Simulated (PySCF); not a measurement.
Compound: Br₂ClISi.
Numbering: `[Cl:1][Si:2]([Br:3])([Br:4])[I:5]`

Computed by this run: PBE0-D3(BJ)/def2-SVP geometry optimisation, gas phase, def2 core potentials past Kr in PySCF; density fitting, grid level 1; the optimiser is geomeTRIC in internal coordinates, started from a GFN2-xTB structure with every atom displaced at random (about 0.01 Å).

Step 0: E = -168552.4145 eV
```
atom  x, y, z in Å  |  force x, y, z in eV/Å
Cl1     0.3378   -1.0520    1.8105    0.032  -0.248   0.483
Si2    -0.0324   -0.0705    0.0924    0.303   0.896  -0.836
Br3    -1.2839    1.7270    0.4001    0.066  -0.089   0.219
Br4    -1.0822   -1.3115   -1.3604   -0.215  -0.458  -0.142
I5      2.0605    0.6508   -0.9829   -0.186  -0.102   0.277
```

Step 1: E = -168552.4168 eV
```
atom  x, y, z in Å  |  force x, y, z in eV/Å
Cl1     0.2470   -1.0162    1.7958    0.262   0.017  -0.384
Si2     0.0170   -0.0573   -0.0224   -0.489   0.086   0.647
Br3    -1.2318    1.7100    0.4807    0.090  -0.062  -0.247
Br4    -1.1394   -1.4147   -1.3281    0.215   0.158  -0.020
I5      2.1069    0.7220   -0.9663   -0.077  -0.200   0.005
```

Step 2: E = -168552.4659 eV
```
atom  x, y, z in Å  |  force x, y, z in eV/Å
Cl1     0.3017   -1.0427    1.7845    0.053   0.102  -0.207
Si2    -0.0112   -0.0406    0.0138   -0.272   0.010   0.376
Br3    -1.2564    1.7367    0.4471    0.079  -0.100  -0.055
Br4    -1.1096   -1.3882   -1.3345   -0.004   0.011  -0.052
I5      2.0752    0.6784   -0.9513    0.144  -0.022  -0.062
```

**Question.** Estimate the geometry and energy of step 3. (The exact step hangs on the optimiser's Hessian estimate; all steps are aligned on step 2, rigid shifts and turns removed.)

**Answer.** E = -168552.4725 eV, largest force 0.064 eV/Å
```
atom  x, y, z in Å  |  force x, y, z in eV/Å
Cl1     0.3223   -1.0417    1.7786   -0.010   0.043  -0.046
Si2    -0.0276   -0.0355    0.0284    0.039  -0.002   0.046
Br3    -1.2685    1.7368    0.4399    0.019  -0.009   0.013
Br4    -1.1071   -1.3790   -1.3403   -0.030  -0.003  -0.019
I5      2.0806    0.6632   -0.9469   -0.018  -0.029   0.006
```

The energy changes by -0.0066 eV. The first-order estimate −F·Δx gives -0.0131 eV and the mean of the old and new forces, exact on a quadratic surface, -0.0066 eV. The step makes an angle of 54° with the force vector and moves no atom by more than 0.023 Å.

The cost below is that of the whole optimisation. Hardware: one thread of an Intel Xeon 6975P-C, shared host. Cost: 47 s of wall time, 0.63 GiB resident at most.
